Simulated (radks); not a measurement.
Fractional charge and spin in the 1s shell of helium: the spin-up occupation runs from 0 to 1 and the spin-down occupation from 0 to 1; the fullest corner is He, 1s(up 1, down 1). Method: scalar-relativistic Kohn-Sham, PBEsol, spin-polarised, spherical densities, finite nucleus; Fermi nuclear charge, rms radius of each element as measured or else 0.836 A^(1/3) + 0.57 fm; computed with a radial shooting solver on a logarithmic mesh with Libxc functionals. Energy (eV) minus the two flat planes that join the four corners (they meet along the diagonal where the two added fractions sum to one electron); zero is where a piecewise linear energy would lie.

down \ up,0,0.25,0.5,0.75,1
0,0.000,-1.931,-2.833,-2.217,0.000
0.25,-1.931,-1.798,-0.670,1.883,-1.429
0.5,-2.833,-0.670,2.425,-0.512,-2.072
0.75,-2.217,1.883,-0.512,-1.690,-1.606
1,0.000,-1.429,-2.072,-1.606,0.000

Corners above the fullest one (they belong to He+ and the next ion): (up 1, down 0) 24.169 eV, (up 0, down 1) 24.169 eV, (up 0, down 0) 77.766 eV. With half an added electron in each spin the energy lies 2.425 eV from the planes (fractional-spin error, the static-correlation error of a stretched bond), and with half an added electron in spin up alone -2.833 eV (fractional-charge error). For a frontier s shell over closed shells the exact functional lies on the planes.
